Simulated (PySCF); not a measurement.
Isomers of C5H11NSi, mass 113.066 u with the commonest isotopes. Method: CAM-B3LYP/def2-SVPD in PySCF (dipole) on a GFN2-xTB geometry, gas phase. One conformer each, none proved a minimum here; rigid rotors.

**Question.** Order these by rotational constant B, smallest first.
A. `[CH2:1]=[C:2]1[SiH2:3][C@H:4]1[N:5]([CH3:6])[CH3:7]` with Si3–C4–N5–C6 -87°
B. `[CH3:1][NH:2][C@H:3]1[CH:4]=[CH:5][CH2:6][SiH2:7]1` with C1–N2–C3–C4 75°
C. `[H]/[N:1]=[CH:2]/[SiH2:3][CH:4]1[CH2:5][CH2:6][CH2:7]1` with N1–C2–Si3–C4 1°, C2–Si3–C4–C5 176°, Si3–C4–C5–C6 -105°, C4–C5–C6–C7 -12°, C5–C6–C7–C4 12°, Si3–C4–C7–C6 105°

**Answer.** C (1306 MHz), B (1584 MHz), A (1811 MHz).

**Question.** Order these by out-of-plane moment Σ m c² = (Ia + Ib − Ic)/2, smallest first.
A. `[CH2:1]=[C:2]1[SiH2:3][C@H:4]1[N:5]([CH3:6])[CH3:7]` with Si3–C4–N5–C6 -87°
B. `[CH3:1][NH:2][C@H:3]1[CH:4]=[CH:5][CH2:6][SiH2:7]1` with C1–N2–C3–C4 75°
C. `[H]/[N:1]=[CH:2]/[SiH2:3][CH:4]1[CH2:5][CH2:6][CH2:7]1` with N1–C2–Si3–C4 1°, C2–Si3–C4–C5 176°, Si3–C4–C5–C6 -105°, C4–C5–C6–C7 -12°, C5–C6–C7–C4 12°, Si3–C4–C7–C6 105°

**Answer.** A (14.30 u·Å²), B (17.41 u·Å²), C (28.06 u·Å²).

**Question.** Order these by rotational constant A, smallest first.
A. `[CH3:1][NH:2][C@H:3]1[CH:4]=[CH:5][CH2:6][SiH2:7]1` with C1–N2–C3–C4 75°
B. `[CH2:1]=[C:2]1[SiH2:3][C@H:4]1[N:5]([CH3:6])[CH3:7]` with Si3–C4–N5–C6 -87°
C. `[H]/[N:1]=[CH:2]/[SiH2:3][CH:4]1[CH2:5][CH2:6][CH2:7]1` with N1–C2–Si3–C4 1°, C2–Si3–C4–C5 176°, Si3–C4–C5–C6 -105°, C4–C5–C6–C7 -12°, C5–C6–C7–C4 12°, Si3–C4–C7–C6 105°

**Answer.** B (2987 MHz), A (3889 MHz), C (4338 MHz).

| SMILES | point group | Ia (u·Å²) | Ib (u·Å²) | Ic (u·Å²) | κ | μa (D) | μb (D) | μc (D) |
| --- | --- | --- | --- | --- | --- | --- | --- | --- |
| [H]/N=C/[SiH2]C1CCC1 | C1 | 116.49 | 386.85 | 447.22 | -0.89 | 0.76 | 0.42 | 0.42 |
| CN[C@H]1C=CC[SiH2]1 | C1 | 129.95 | 319.06 | 414.21 | -0.73 | 0.19 | 1.04 | 0.19 |
| C=C1[SiH2][C@H]1N(C)C | C1 | 169.18 | 279.00 | 419.58 | -0.32 | 0.18 | 0.18 | 0.40 |
